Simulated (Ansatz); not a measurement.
```xyz
8

Al    1.117    0.091   -1.204
Se    1.170    0.917    1.071
Si   -0.863    0.058    1.207
Br   -1.111   -1.222   -0.706
H     2.152   -1.065   -1.501
H     0.617    1.124   -2.291
H    -1.999    1.003    1.115
H    -1.083   -0.905    2.309
```

The species carries charge 0 and has multiplicity 1. The bonds changed during the relaxation, so this is another structure than the one it started from.

(1) List the B3LYP/def2-TZVPP orbital energies in eV (the Gaussian-basis code of Ansatz). (Best estimate.)

Answers

(1) Computed: Occupied: -13140.26, -12350.74, -1800.96, -1701.90, -1580.10, -1533.59, -1533.56, -1533.54, -1524.83, -1418.25, -1418.23, -1418.20, -237.68, -212.39, -178.50, -178.41, -178.33, -156.44, -156.35, -156.25, -145.34, -112.74, -100.75, -100.63, -100.60, -73.46, -73.34, -73.25, -72.81, -72.79, -72.73, -72.65, -72.64, -57.22, -57.19, -57.10, -57.03, -57.02, -22.39, -19.07, -14.82, -11.88, -10.97, -10.83, -10.12, -9.24, -8.86, -8.29, -8.07, -6.89. Lowest empty: -1.52, -1.19, -0.06, 0.42, 0.70, 0.78, 1.42, 2.27.

B3LYP here is the variant with VWN-RPA as its local correlation; programs differ in this.
